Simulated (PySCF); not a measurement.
Be(Me)(NH2) (CH5BeN), SMILES [CH3][Be][NH2].

Geometry optimised at B3LYP-D3(BJ)/def2-TZVP. One conformer was computed; it need not be the lowest.

Calculation: PBE/def2-TZVPD in PySCF.

Gas-phase values at a fixed geometry.

Task: Estimate the frontier levels, gap, dipole moment and polarisability. (The exact figures need the calculation; the answer reports its results.)

Result: 
highest occupied level: -5.86 eV
lowest empty level: -0.71 eV
orbital gap: 5.15 eV
dipole moment: 0.94 D
quadrupole, principal values (traceless, Buckingham form, about the centre of nuclear charge): -2.81, -0.43, 3.24 D·Å
mean static polarisability: 41.5 bohr³ (6.14 Å³)
polarisability, principal values: 35.8, 38.3, 50.3 bohr³
